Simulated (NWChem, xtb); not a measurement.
**A ladder of methods for SiHBr (SMILES [SiH]Br)**

The species is SiHBr (3 atoms), meant as a singlet with charge 0. As SMILES, `[SiH]Br`. The shape is that of a PBE0-D4/def2-TZVP optimisation.

```xyz
3

Si   -0.6247    0.5219   -0.2961
Br    1.3409    0.4015    0.7814
H    -0.7271   -0.9883   -0.4986
```

Quantity: the dipole moment, in D. The values are calculated.

| level | kind | program | value (D) | CPU time |
| --- | --- | --- | --- | --- |
| GFN2-xTB | semi-empirical | xtb | 4.33 | under 2 s |
| GFN0-xTB | semi-empirical | xtb | 2.27 | under 2 s |
| GFN1-xTB | semi-empirical | xtb | 2.14 | under 2 s |
| HF/3-21G | Hartree–Fock | NWChem | 2.00 | 1.6 s |
| HF/def2-SVP | Hartree–Fock | NWChem | 1.45 | 5.1 s |
| SVWN5/cc-pVDZ | LDA | NWChem | 0.82 | 45 s |
| SVWN5/aug-cc-pVDZ | LDA | NWChem | 0.90 | 58 s |
| SVWN5/cc-pVTZ | LDA | NWChem | 0.90 | 2.1 min |
| SVWN5/aug-cc-pVTZ | LDA | NWChem | 0.89 | 3.3 min |
| PBE/6-311G** | GGA | NWChem | 1.00 | 8.5 s |

All-electron rows without a relativistic Hamiltonian named are non-relativistic. The values span 0.82 to 4.33 D. Magnitudes only. Sets without polarisation functions give poor dipoles. Times are those of the runs behind each value, whatever else they computed, on shared processors of several kinds: orders of magnitude only.
